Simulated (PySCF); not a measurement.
Compound: C₆H₁₃FOSi.
Numbering: `[CH3:1][CH:2]([CH3:3])[C@@H:4]1[SiH2:5][O:6][CH2:7][C@H:8]1[F:9]`

Structure used (GFN2-xTB), in Å, numbered top down from 1:
```xyz
22
C6H13FOSi angstrom
C     -2.0094   -0.9968    0.6443
C     -1.0843    0.2091    0.5040
C     -1.8227    1.3413   -0.2093
C      0.1921   -0.1930   -0.2394
Si     1.2515   -1.5763    0.5492
O      2.6911   -0.8925    0.1798
C      2.6049    0.2935   -0.5605
C      1.2242    0.9256   -0.3445
F      0.9672    1.7854   -1.3952
H     -2.2972   -1.3666   -0.3372
H     -1.5165   -1.8030    1.1827
H     -2.9125   -0.7193    1.1830
H     -0.8055    0.5519    1.5081
H     -2.7264    1.6035    0.3371
H     -1.2037    2.2303   -0.2897
H     -2.1047    1.0331   -1.2141
H     -0.0816   -0.4743   -1.2620
H      1.1537   -1.6515    2.0028
H      1.1082   -2.8586   -0.1317
H      2.7286    0.0737   -1.6270
H      3.4120    0.9598   -0.2452
H      1.2209    1.5441    0.5616
```

NICS is the negative of the GIAO shielding at a point without a nucleus: at the ring centre (0) and 1 Å above and below it (1); zz is the component along the ring normal. Level: GIAO PBE0/pcSseg-1 (PySCF, non-relativistic, gas phase) on the GFN2-xTB geometry, one conformer.

Ring bond lengths (Å), with Mayer bond orders in brackets: C4–Si5 1.913 (0.86), Si5–O6 1.636 (0.98), O6–C7 1.401 (0.90), C7–C8 1.534 (1.02), C8–C4 1.526 (0.98).

Q: What do the NICS probes read (ppm)?

A: 
| ring | type | NICS(0) | NICS(1), two faces | NICS(1)zz, two faces | rms pucker (Å) | centre to ring atoms, mean (Å) |
| --- | --- | --- | --- | --- | --- | --- |
| C4–Si5–O6–C7–C8 | 5-membered ring with O and Si; formal bonds all single | -5.6 | -3.8 / -2.0 | -2.2 / 0.0 | 0.15 | 1.34 |

Q: What can be read from them?

A: 
- C4–Si5–O6–C7–C8: mean NICS(1)zz -1.1 ppm, near zero. C4, Si5, C7, C8 have four or more neighbours, and the NICS criterion for π rings isn't applied.

Q: At the first NICS(1) probe listed for ring C4–Si5–O6–C7–C8, 1 Å off the ring, how large is the induced field along the normal in 7.05 T applied along it?

A: NICSzz × B0 = -2.2 ppm × 7.05 T = -16 μT, against the applied field.
